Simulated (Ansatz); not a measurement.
Correlation energies of `CC[N](C)[SnH]([F])[Cl]` by basis set

```xyz
16

C    -1.0667    1.6551   -0.3506
C     0.1423    1.1198    0.3843
N     0.5952   -0.1547   -0.1350
C     1.7500   -0.6731    0.5728
Sn   -0.7717   -1.4898   -0.7243
F     0.2882   -3.0616   -0.9948
Cl   -2.2491   -2.0571    0.9867
H    -1.9523    1.0279   -0.1875
H    -0.8777    1.7238   -1.4248
H    -1.3265    2.6508    0.0122
H     0.9729    1.8324    0.2841
H    -0.0808    1.0573    1.4620
H     2.0451   -1.6429    0.1704
H     1.5756   -0.7854    1.6531
H     2.5936    0.0152    0.4421
H    -1.6382   -1.2176   -2.1506
```

The species carries charge 0 and has multiplicity 1. Correlated methods include outer-core shells of Sn, which these sets cover unevenly. Sn takes the def2 core potential. All single points use the PBE0-D4/def2-TZVP geometry. It is one conformer, not always the lowest. Frozen core, restricted reference, the Gaussian-basis code of Ansatz.

| basis | HF (Eh) | MP2 corr. | CCSD corr. | (T) | CCSD(T) total |
| --- | --- | --- | --- | --- | --- |
| def2-SVP | -945.28156 | -1.03307 | -1.10248 | -0.02937 | -946.41341 |
| def2-TZVPP | -945.77478 | -1.50433 | -1.55188 | -0.05805 | -947.38471 |
| def2-QZVPP | -945.80402 | -1.81097 | – | – | – |
